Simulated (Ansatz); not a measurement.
Compare A (`CB1O[SiH2]1`) with its isomer B (`B1CO[SiH2]1`).

Gas-phase electronic energies from Ansatz, PBE0-D4/def2-TZVP geometries. CCSD(T)/CBS is the MP2 limit (def2-TZVPP, def2-QZVPP) plus CCSD(T) − MP2 in def2-TZVPP, frozen cores. Functionals use def2-TZVPP. B3LYP here is the variant with VWN-RPA as its local correlation; programs differ in this.

Problem. Which is lower in electronic energy at CCSD(T)/CBS, and by how much? (Best estimate.)

Solution. Computed: A, by 42.9 kcal/mol.

Problem. Give E(B) − E(A) in kcal/mol with B2PLYP, CCSD(T)/def2-SVP, PBE0-D4, r2SCAN-D4, MP2/def2-TZVPP, CCSD(T)/def2-TZVPP, B3LYP. (Estimate.)

Solution. Computed: B2PLYP 44.3, CCSD(T)/def2-SVP 47.4, PBE0-D4 42.8, r2SCAN-D4 45.1, MP2/def2-TZVPP 45.3, CCSD(T)/def2-TZVPP 43.5, B3LYP 43.9. None reverses the order clearly.

Problem. Does the order hold for the free energy at 298.15 K (harmonic terms from PBE0-D4)? (Estimate.)

Solution. Computed: Yes: G(B) − G(A) = +42.6 kcal/mol.

Largest T1 diagnostic: 0.015.

From PBE to PBE0 (25 % exact exchange), in def2-TZVPP and without D4, E(B) − E(A) moves by −1.9 kcal/mol. In def2-TZVPP, CCSD(T) changes the Hartree–Fock value by +5.8 kcal/mol (the triples alone add +1.2 kcal/mol) and MP2 by +7.6 kcal/mol.
